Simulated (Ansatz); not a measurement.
(1) Predict a relaxed structure of BCl2(OH) (BCl2OH), charge 0, singlet, at PBE0-D4/def2-TZVP (Ansatz).

## Answers

(1) 
```xyz
5

B     0.199   -0.237   -0.043
Cl    1.460   -1.049   -0.934
Cl   -0.442   -0.964    1.428
O    -0.263    0.936   -0.500
H    -0.955    1.314    0.050
```
Point group Cs (tolerance 0.1 Å). This is one stationary point.
